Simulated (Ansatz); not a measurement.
Species: SiCl₂ (charge +1, doublet). 
Geometry from a B3LYP-D3(BJ)/def2-TZVP (Ansatz, a first-principles code) optimisation:
```xyz
3

Si    -0.0100     0.0025     0.6773
Cl     1.0963     1.3404    -0.2677
Cl    -1.0881    -1.3424    -0.2901
```
Charge +1, spin multiplicity 2.

Total electronic energies in hartree. Cores are frozen in the correlated levels unless marked. Open shells are spin-unrestricted. Spin-orbit coupling is left out. Non-relativistic. CBS(X,Y): correlation extrapolated as X^-3; Hartree-Fock from the larger set.

```
level                                        program  energy (Eh)
------------------------------------  --------------  -----------
PBE/def2-TZVPD                                Ansatz   (withheld)
B3LYP-D3(BJ)/def2-TZVPD               Ansatz + dftd3  -1209.70177
SCS-MP2/6-31G*                                Ansatz  -1207.92002
SCS-MP2/cc-pV(T+d)Z                           Ansatz  -1208.17589
SCS-MP2/cc-pVTZ                               Ansatz  -1208.16954
CCSD/aug-cc-pV(T+d)Z                          Ansatz  -1208.23029
CCSD/CBS(cc-pV(T+d)Z,cc-pV(Q+d)Z)             Ansatz   -1208.3014
CCSD(T)/aug-cc-pV(T+d)Z                       Ansatz  -1208.25504
CCSD(T)/CBS(cc-pV(T+d)Z,cc-pV(Q+d)Z)          Ansatz   -1208.3314
```

Problem. What belongs in the gaps?

Solution. 
- PBE/def2-TZVPD, energy (Eh): -1209.13367
